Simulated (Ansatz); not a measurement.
Harmonic frequencies (cm⁻¹) at PBE0-D4/def2-TZVP from Ansatz: 118, 118, 141, 222, 222, 253, 296, 296, 306, 407, 678, 679, 715, 715, 756.

Which molecule is it?
A. `[O]=[W]([OH])([OH])=[S]`
B. `[NH2][W](=[O])(=[O])[Cl]`
C. `[F][W]([F])([F])([F])([F])[Cl]`
D. `[CH3][W](=[S])(=[S])[Cl]`

C.
